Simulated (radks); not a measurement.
The platinum anion Pt2-, [Hg], held by a Watson sphere: a shell of charge +2 at radius R that stands for the Madelung well of a crystal (potential energy -2/R inside, -2/r outside, in hartree with lengths in bohr). All-electron calculation, scalar-relativistic Kohn-Sham, r2SCAN, spin-polarised, spherical densities, finite nucleus; meta-GGA in the generalised Kohn-Sham scheme; Fermi nuclear charge, rms radius of each element as measured or else 0.836 A^(1/3) + 0.57 fm. Program: a radial shooting solver on a logarithmic mesh with Libxc functionals.

R (bohr)  e(5p) (eV)  e(6s) (eV)  e(5d) (eV)  <r> 5d (bohr)  sum of <r^2> (bohr^2)  X-ray form factor at sin(theta)/lambda = 0.1 1/angstrom
2.76         -56.323      -7.226      -6.114          1.799                  78.78                                                   75.084
3.11         -55.734      -6.736      -5.388          1.828                  82.06                                                   74.959
4.29         -54.138      -5.004      -3.488          1.892                  92.54                                                   74.651
4.92         -53.477      -4.229      -2.749          1.914                  97.93                                                   74.543
5.8          -52.746      -3.359      -1.957          1.938                  105.6                                                   74.437
